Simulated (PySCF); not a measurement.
PySCF job for B(H)(Me)(NMe2) (C3H10BN), SMILES N(BC)(C)C, PBE0/pcSseg-1. Coordinates come from a PBE0-D3(BJ)/def2-SVP optimisation. The geometry has at least one imaginary mode, so it is a saddle point at that level. One conformer was computed; it need not be the lowest.

```python
import numpy as np
from pyscf import gto, scf, dft
from pyscf.prop.nmr import rks as nmr

mol = gto.M(
    atom='''
    B     0.78520399    0.74607639    0.00000000
    H     1.99559134    0.63865783    0.00000000
    C     0.08777352    2.16468695   -0.00000000
    H     0.81853704    2.98572085   -0.00000000
    H    -0.55999895    2.30041798   -0.88359831
    H    -0.55999895    2.30041798    0.88359831
    N     0.06716324   -0.45713335    0.00000001
    C    -1.37302209   -0.54073190    0.00000000
    C     0.71184689   -1.74838833   -0.00000000
    H    -1.74167653   -1.08375566    0.88930216
    H    -1.74167654   -1.08375566   -0.88930217
    H    -1.82203434    0.45964070    0.00000000
    H     0.42697440   -2.33927560   -0.88977920
    H     0.42697440   -2.33927560    0.88977919
    H     1.80155555   -1.62264160    0.00000000
    ''',
    basis='pcSseg-1',
    charge=0,
    spin=0,
    max_memory=1600,
    verbose=3,
)
mf = dft.RKS(mol, xc='pbe0')
mf.grids.level = 3
mf.conv_tol = 1e-10
mf.max_cycle = 100
mf.kernel()
n = nmr.NMR(mf)
n.verbose = 2
n.max_cycle_cphf = 60
sigma = n.kernel()
print('atom   isotropic/ppm   span/ppm')
for i, s in enumerate(sigma):
    w = np.linalg.eigvalsh((s + s.T) / 2)
    print(f'{mol.atom_symbol(i):2s}{i + 1:3d} {w.mean():14.3f} {w[2] - w[0]:11.3f}')
```

Output:

```
converged SCF energy = -199.698553827106
atom   isotropic/ppm   span/ppm
B   1         58.171      80.845
H   2         26.227       3.845
C   3        182.589      12.595
H   4         30.733      10.552
H   5         31.107       9.730
H   6         31.107       9.730
N   7        134.227     212.667
C   8        146.023      56.375
C   9        137.384      74.792
H  10         28.926       9.461
H  11         28.926       9.461
H  12         28.007       8.503
H  13         28.573       9.420
H  14         28.573       9.420
H  15         27.894       8.480
```

The calculation finished and met its thresholds.
